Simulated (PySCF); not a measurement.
# Frontier orbitals and the lowest excitations

Compound: C10H10O2.
Geometry (PBE0-D3(BJ)/def2-SVP, Å), atoms numbered from 1 in this order:
```
atom  x, y, z in Å
C1     4.7523    0.7411    0.0546
O2     3.3798    0.8696    0.3706
C3     2.5495    0.0687   -0.3144
O4     2.9313   -0.7180   -1.1463
C5     1.1488    0.2891    0.0869
C6     0.1650   -0.4005   -0.5157
C7    -1.2690   -0.3154   -0.2594
C8    -1.8242    0.5471    0.7021
C9    -3.1968    0.5895    0.9079
C10   -4.0470   -0.2276    0.1588
C11   -3.5135   -1.0881   -0.7984
C12   -2.1374   -1.1297   -1.0038
H13    5.0914   -0.2977    0.1854
H14    5.2917    1.4074    0.7378
H15    4.9443    1.0336   -0.9891
H16    0.9715    1.0259    0.8729
H17    0.4807   -1.1099   -1.2896
H18   -1.1713    1.1915    1.2945
H19   -3.6117    1.2655    1.6594
H20   -5.1263   -0.1916    0.3239
H21   -4.1720   -1.7302   -1.3880
H22   -1.7173   -1.8043   -1.7545
```

Theory: PySCF 2.14.0, density-fitted response routines, TDDFT CAM-B3LYP/def2-SVPD, vertical, gas phase, core orbitals frozen in the response.

Frontier orbitals with the atoms that hold most of them (Löwdin shares over 4%, at most four atoms; ? is withheld):

```tsv
orbital	ε (eV)	atoms
LUMO+2	1.37	C1 18%, C3 11%, O2 8%, C5 7%
LUMO+1	0.54	C9 20%, C12 19%, C11 17%, C8 16%
LUMO	-0.95	?
HOMO	?	C5 19%, C7 15%, C10 14%, C6 11%
HOMO-1	-8.87	?
HOMO-2	-9.57	O4 68%, O2 11%, C3 8%, C5 7%
HOMO-3	-10.18	O2 34%, O4 31%, C3 8%, C1 7%
```

(1) Give the leading atoms of the LUMO.

(2) Give the leading atoms of the HOMO-1.

(3) What is the HOMO energy, and the HOMO–LUMO gap?

Answers

(1) C6 (bonded to 2 C and H) 18%; C5 (bonded to 2 C and H) 15%; C10 (bonded to 2 C and H) 10%; C7 (bonded to 3 C) 9%.

(2) C9 (bonded to 2 C and H) 20%; C12 (bonded to 2 C and H) 20%; C8 (bonded to 2 C and H) 20%; C11 (bonded to 2 C and H) 20%.

(3) ε(HOMO) = -8.07 eV; the gap is 7.12 eV (0.2618 hartree).

Problem. The HOMO–LUMO gap is 7.12 eV. Where does the response calculation put the lowest singlet, and from which orbitals?

Solution. S1 is at 4.63 eV (f = 0.688), 2.50 eV below the gap, made of HOMO→LUMO (96%). 

Problem. One configuration dominates each of S1 and S3. Which, and how do the shares of the two leading atoms of either orbital change from the occupied to the empty one?

Solution. 
- S1 (4.63 eV, f 0.688), HOMO→LUMO (96%): C5 19% → 15%, C7 15% → 9%, C6 11% → 18%
- S3 (5.00 eV, f 0.0003), HOMO-2→LUMO (82%): O4 68% → at most 10%, O2 11% → at most 10%, C6 at most 6% → 18%, C5 7% → 15%

On 2 threads of an Intel Xeon Platinum 8488C, no GPU, on a shared host, this took 1.7 min wall, 3.7 min CPU and 2.1 GiB of memory at its peak.

One conformer stands for the species.
